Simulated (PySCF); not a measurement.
## Zr+: interval between two levels

Zr+ [Kr] 4d2 5s1 [4F9/2, M_J = 9/2] → Zr+ [Kr] 4d2 5p1 [4G11/2, M_J = 11/2], as a difference of total energies. Computed with PySCF 2.14 in x2c-SVPall-2c with one added diffuse shell each of s, p, d type (7s9p7d1f, 76 functions), with the two-component X2C-1e Hamiltonian. Correlated levels: [Ar] 3d10 frozen; the 6 highest virtual spinors dropped. "Screened" scales the spin-orbit matrix elements by Boettger's factors to mimic the two-electron term; Breit and QED terms are absent.

Q: Order these methods by the interval between two levels they give, lowest first.
A. GMP2 (screened spin-orbit)
B. GHF (screened spin-orbit)
C. GMP2 (spin-free)
D. GHF (spin-free)

A: D (26649 cm⁻¹), B (27098 cm⁻¹), C (28233 cm⁻¹), A (28715 cm⁻¹).

The spin-free rows relax to the high-spin LS determinant and lack the spin-orbit shift.

Errors of the correlated levels include the incompleteness of this basis and the frozen core.

The labels give the starting determinants; with spin-orbit coupling the two ends relaxed to ⟨J²⟩ = 24.76, ⟨L²⟩ = 12.02, ⟨S²⟩ = 3.76 and ⟨J²⟩ = 35.76, ⟨L²⟩ = 20.02, ⟨S²⟩ = 3.76.

For comparison: 29473 cm⁻¹ (measured; NIST Handbook of Basic Atomic Spectroscopic Data (Sansonetti and Martin, J. Phys. Chem. Ref. Data 34, 1559 (2005))).
